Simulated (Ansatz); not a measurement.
Sn(SiH3)4 (Si₄SnH₁₂). The state is a singlet with charge 0. Geometry B3LYP-D4/def2-SVP.

```xyz
17

Sn    0.003   -0.008   -0.003
Si   -0.626   -0.132    2.503
H    -1.326    1.119    2.921
H     0.603   -0.293    3.337
H    -1.530   -1.293    2.755
Si   -2.152    0.100   -1.429
H    -2.906    1.352   -1.122
H    -3.031   -1.071   -1.133
H    -1.815    0.090   -2.884
Si    1.379   -2.100   -0.651
H     0.577   -3.339   -0.422
H     2.621   -2.175    0.175
H     1.765   -2.040   -2.092
Si    1.402    2.126   -0.426
H     0.586    3.338   -0.116
H     1.833    2.192   -1.854
H     2.617    2.134    0.442
```

In the def2 sets Sn takes a core potential; there is no spin–orbit coupling.

(1) Estimate the orbital energies around the gap (eV) in Ansatz with PBE-D4/def2-SVP, PBE-D4/def2-TZVP, PBE0-D4/def2-SVP, PBE0-D4/def2-TZVP, PBE0-D4/def2-TZVPD.

Results:

(1) 
```csv
orbital,PBE-D4/def2-SVP,PBE-D4/def2-TZVP,PBE0-D4/def2-SVP,PBE0-D4/def2-TZVP,PBE0-D4/def2-TZVPD
HOMO−5,-8.46,-8.50,-9.83,-9.84,-9.84
HOMO−4,-8.46,-8.50,-9.83,-9.84,-9.84
HOMO−3,-8.46,-8.50,-9.83,-9.84,-9.84
HOMO−2,-6.61,-6.62,-7.63,-7.59,-7.59
HOMO−1,-6.60,-6.61,-7.62,-7.58,-7.58
HOMO,-6.60,-6.61,-7.62,-7.58,-7.58
LUMO,-1.18,-1.40,-0.32,-0.56,-0.63
LUMO+1,-0.96,-1.18,-0.24,-0.44,-0.53
LUMO+2,-0.96,-1.18,-0.24,-0.44,-0.52
LUMO+3,-0.95,-1.17,-0.23,-0.43,-0.52
LUMO+4,-0.56,-0.85,0.18,-0.09,-0.16
LUMO+5,-0.56,-0.84,0.19,-0.08,-0.16
```
